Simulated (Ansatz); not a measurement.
Two isomers of C2H7GeN: A = `C=[N][GeH2][CH3]`, B = `C=[C](N)[GeH3]`.

Isolated molecules relaxed with PBE0-D4/def2-TZVP in Ansatz; ΔE leaves out vibrations. CBS: MP2 limit from def2 TZ/QZ plus the TZ coupled-cluster correction, frozen cores. Functionals use def2-TZVPP. B3LYP here is the variant with VWN-RPA as its local correlation; programs differ in this. For Ge outer-core shells are correlated without core-valence functions, which leaves a few kJ/mol of doubt a bond. Scalar relativity is left out up to krypton. Each species was taken in one conformer, which may not be the lowest.

Problem. Which isomer does CCSD(T)/CBS put lower? Give the gap. (An estimate is asked.)

Solution. The calculation gave: A, by 36.3 kJ/mol.

Problem. Give E(B) − E(A) in kJ/mol with B3LYP-D4, B3LYP, CCSD(T)/def2-TZVPP, PBE-D4, r2SCAN-D4, ωB97M-V, CCSD/def2-TZVPP. (Best estimate.)

Solution. Computed: B3LYP-D4 32.3, B3LYP 34.4, CCSD(T)/def2-TZVPP 41.9, PBE-D4 24.7, r2SCAN-D4 28.6, ωB97M-V 33.3, CCSD/def2-TZVPP 42.7. None reverses the order clearly.

Largest T1 diagnostic: 0.012.

In def2-TZVPP, CCSD(T) changes the Hartree–Fock value by −5.9 kJ/mol (the triples alone add −0.8 kJ/mol) and MP2 by −6.6 kJ/mol.
